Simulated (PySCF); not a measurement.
Stepwise substitution at one centre (Sn NH2-OCH3). All species are isolated molecules in the gas phase. One relaxed conformer stands for each flexible species; it need not be the lowest. Strings in code marks are SMILES.

Method: PBE0-D4/def2-TZVP // PBE0-D4/def2-SVP (PySCF 2.14.0). All candidates: neutral, multiplicity 1. Excitations are Tamm–Dancoff values on a coarser integration grid. The basis has no diffuse functions, so Rydberg states are missing or too high.

```json
{
  "HOMO": "-7.72 eV",
  "brightest of the four lowest singlets (TDA)": "5.51 eV",
  "HOMO–LUMO gap": "6.45 eV"
}
```

### Question
Name which member has these values.
A) `C[O][Sn]([NH2])([O]C)[O]C`
B) `C[O][Sn]([O]C)([O]C)[O]C`
C) `[NH2][Sn]([NH2])([NH2])[NH2]`
D) `C[O][Sn]([NH2])([NH2])[NH2]`

### Answer
A, `C[O][Sn]([NH2])([O]C)[O]C`. The others give `C[O][Sn]([O]C)([O]C)[O]C`: -7.95 eV, 5.08 eV, 6.30 eV; `[NH2][Sn]([NH2])([NH2])[NH2]`: -7.14 eV, 5.82 eV, 6.75 eV; `C[O][Sn]([NH2])([NH2])[NH2]`: -7.32 eV, 5.94 eV, 6.69 eV
